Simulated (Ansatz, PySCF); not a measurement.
Bond stretch in Al2, triplet. Each curve is given relative to its own lowest point near equilibrium.

```json
[
 {"R / Å": "2.59", "A": "1.0", "B": "1.0", "C": "2.6", "D": "0.9"},
 {"R / Å": "2.63", "A": "0.5", "B": "0.5", "C": "1.7", "D": "0.4"},
 {"R / Å": "2.73", "A": "0.0", "B": "0.0", "C": "0.4", "D": "0.0"},
 {"R / Å": "2.81", "A": "0.3", "B": "0.3", "C": "0.0", "D": "0.3"},
 {"R / Å": "2.92", "A": "1.3", "B": "1.4", "C": "0.2", "D": "1.5"},
 {"R / Å": "3.04", "A": "3.1", "B": "3.2", "C": "1.1", "D": "3.5"},
 {"R / Å": "3.16", "A": "5.3", "B": "5.5", "C": "2.5", "D": "5.9"},
 {"R / Å": "3.39", "A": "10.0", "B": "10.5", "C": "5.4", "D": "13.0"},
 {"R / Å": "3.67", "A": "15.5", "B": "16.7", "C": "8.1", "D": "19.5"},
 {"R / Å": "4.16", "A": "23.2", "B": "23.5", "C": "11.0", "D": "25.3"},
 {"R / Å": "4.51", "A": "26.9", "B": "25.8", "C": "12.2", "D": "27.3"},
 {"R / Å": "4.88", "A": "29.3", "B": "27.0", "C": "13.2", "D": "28.6"},
 {"R / Å": "5.43", "A": "30.9", "B": "28.0", "C": "14.1", "D": "29.6"},
 {"R / Å": "6.01", "A": "31.6", "B": "28.5", "C": "14.6", "D": "30.1"},
 {"R / Å": "6.83", "A": "31.9", "B": "28.8", "C": "15.0", "D": "30.4"},
 {"R / Å": "7.43", "A": "32.1", "B": "28.9", "C": "15.1", "D": "30.5"},
 {"R / Å": "8.29", "A": "32.1", "B": "29.0", "C": "15.1", "D": "30.6"}
]
```

Energies in kcal/mol.

Question: Assign the columns to these levels of theory: Ansatz (a first-principles code) with CCSD on ROHF/cc-pVTZ, frozen core; CCSDT(Q) on UHF/cc-pVTZ, frozen core (Ansatz); unrestricted Hartree-Fock/3-21G (PySCF); Ansatz with MP2 on UHF/cc-pVTZ, frozen core.

Answer: A is UCCSDT(Q); B is ROCCSD; C is UHF/3-21G; D is UMP2.

The scan ran from 2.17 to 8.29 Å; beyond the distances shown full CI changes its symmetry label. The T1 diagnostic of CCSD on the restricted reference of ROCCSD exceeds 0.045 at 3.67 Å.
